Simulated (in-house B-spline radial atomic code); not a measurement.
Settings and results of a run for the aluminium ion Al²⁺. Level of theory: non-relativistic r2SCAN, spin-polarised, spherical fractional occupations, point nucleus, inside a hard spherical wall at 1.99 bohr; calculated with a B-spline radial code for spherical atoms.

Command:
```bash
python run_scf.py task.json out
```
Settings:
```
Z                13
configuration    [Ne] 3s1
hamiltonian      nr
method           r2scan
spin_polarised   True
wall_radius      1.99
```

Output (hartree, bohr):
```
 radial grid: 35 intervals, B-splines of order 8, outer radius 1.99 bohr

 iter        energy (Eh)    residual
    1        -239.592726    2.63e-02
    2        -239.594451    1.62e-03
    3        -239.594458    8.49e-04
    4        -239.594459    4.45e-04
    5        -239.594459    2.39e-05
    6        -239.594459    9.01e-06
    7        -239.594459    3.46e-07
    8        -239.594459    2.13e-08

 total energy                      -239.59446
 kinetic                             247.1141
 electron-nucleus                   -576.7481
 Hartree                             108.5946
 exchange-correlation                -18.5551

 orbital      occ     eigenvalue          <r>       <r^2>       <1/r>       <r^4>     <1/r^2>       r_max
 1s up      1.000       -56.0260     0.120519   0.0195643     12.5777  0.00099541     319.904     0.07872
 1s down    1.000       -56.0001     0.120559   0.0195739     12.5727 0.000995613     319.666     0.07875
 2s up      1.000        -4.4590     0.625091    0.465214     2.33288    0.385477     22.6604      0.4982
 2s down    1.000        -4.4294     0.624829    0.463628     2.32812    0.378635     22.5357      0.4998
 2p up      3.000        -2.9852     0.597247    0.444189     2.20626    0.398409     6.92842      0.4321
 2p down    3.000        -2.9488     0.594585    0.438725      2.2102    0.384145     6.94438      0.4332
 3s up      1.000         0.9597      1.17253     1.55024     1.30447     3.12187      10.317       1.322
```

Run time, properties included: 0.04 s on 1 thread of Arm Neoverse V2, with other jobs on the host.
